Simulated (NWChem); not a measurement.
Species: SbCl2 cation; SMILES [Cl][Sb+][Cl]

def2 effective core potentials on Sb; no spin-orbit coupling.

Give the equilibrium geometry at PBE-D3(BJ)/def2-SVP with def2 effective core potentials on Sb (NWChem) as a Z-matrix, with the point group.

point group C2v; any orientation.
```
Sb
Cl 1 2.3154
Cl 1 2.3154 2 100.94
```
